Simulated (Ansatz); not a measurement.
```yaml
crystal:
  periodic: [false, false, false]
  atoms:
    - {symbol: Li, position_ang: [0.972179, -0.771147, 0.833332]}
    - {symbol: F, position_ang: [0.015091, 0.785100, 1.446699]}
    - {symbol: Li, position_ang: [-1.558260, 0.194532, 0.641882]}
    - {symbol: F, position_ang: [-0.606742, -1.560132, 0.166362]}
    - {symbol: Li, position_ang: [-0.037377, -0.571640, -1.422608]}
    - {symbol: F, position_ang: [1.671364, 0.042679, -0.716292]}
    - {symbol: Li, position_ang: [0.287131, 1.537421, -0.117280]}
    - {symbol: F, position_ang: [-0.964200, 0.869859, -1.157264]}
basis:
  gaussian: {orbitals: aug-cc-pVDZ}
total_charge: 1
magnetization: {spin_polarized: true, initial_magnetization: 1}
hamiltonian: {xc: {name: revPBE0}, dispersion: d3bjatm}
scf: {lower_state_search: light}
output: {forces: true}
```

```sh
$ ansatz run in.yaml --threads 4 --pin off --events-out ev --progress --plain --max-ram 3916MiB
```

Output, abridged:

```
Functional definition: revPBE0
1424 factors; their error is unknown
mean field evaluation 1: about -11667.1328 eV, gradient 7.2e1 eV
mean field evaluation 2: about -11619.2732 eV, gradient 1.4e2 eV
mean field evaluation 4: about -11679.7572 eV, gradient 3.3e1 eV
mean field evaluation 8: about -11683.8741 eV, gradient 4.7e0 eV
mean field evaluation 16: about -11683.9646 eV, gradient 3.5e-1 eV
mean field evaluation 32: about -11684.1179 eV, gradient 7.0e-6 eV
mean field -11684.11791963 eV, -429.3834137669 hartree, gradient 7.0e-6 eV, S^2 0.756446; 6 other end points of the search recorded, 0 dependent functions left out
reference -11684.11798074 eV, -429.3834160128 hartree; 24, 23 occupied and 160, 161 virtual orbitals, 1424 factors
Total energy: -11684.54775764 eV, -429.3992100224 hartree
Atom 0 at     0.972179    -0.771147     0.833332 Å, force     0.380075    -0.249826     0.583044 eV/Å
Atom 1 at     0.015091     0.785100     1.446699 Å, force    -0.078957    -0.622430    -0.359630 eV/Å
Atom 2 at    -1.558260     0.194532     0.641882 Å, force    -0.318408    -0.229622    -0.103886 eV/Å
Atom 3 at    -0.606742    -1.560132     0.166362 Å, force     0.233356     0.899444    -0.082509 eV/Å
Atom 4 at    -0.037377    -0.571640    -1.422608 Å, force     0.154416    -0.686924    -0.764004 eV/Å
Atom 5 at     1.671364     0.042679    -0.716292 Å, force    -0.856872    -0.029370     0.345969 eV/Å
Atom 6 at     0.287131     1.537421    -0.117280 Å, force     0.696085     1.063891    -0.336189 eV/Å
Atom 7 at    -0.964200     0.869859    -1.157264 Å, force    -0.209695    -0.145162     0.717205 eV/Å
Dipole moment:    -0.150882    -0.009473     0.143647 e Å
```

Run time 32 s (4 threads of Arm Neoverse V1 on a shared host), peak host memory 0.87 GiB.

The dipole of an ion depends on the origin.
